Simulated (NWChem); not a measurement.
# SnF, doublet; SMILES [F][Sn]

All runs: NWChem. Spin-unrestricted. The state is orbitally degenerate and is run as one real component. This spin state was assumed; another may lie lower. def2 effective core potentials on Sn; no spin-orbit coupling. The level has its own optimisation; frequencies are unscaled.

Problem. What does the run give for PBE0/def2-SVP? Quantities: r F–Sn (Å); highest harmonic frequency (cm⁻¹); zero-point energy (kcal/mol).

Solution. 
```json
{
 "r F–Sn (Å)": "1.984",
 "highest harmonic frequency (cm⁻¹)": "574",
 "zero-point energy (kcal/mol)": "0.8"
}
```
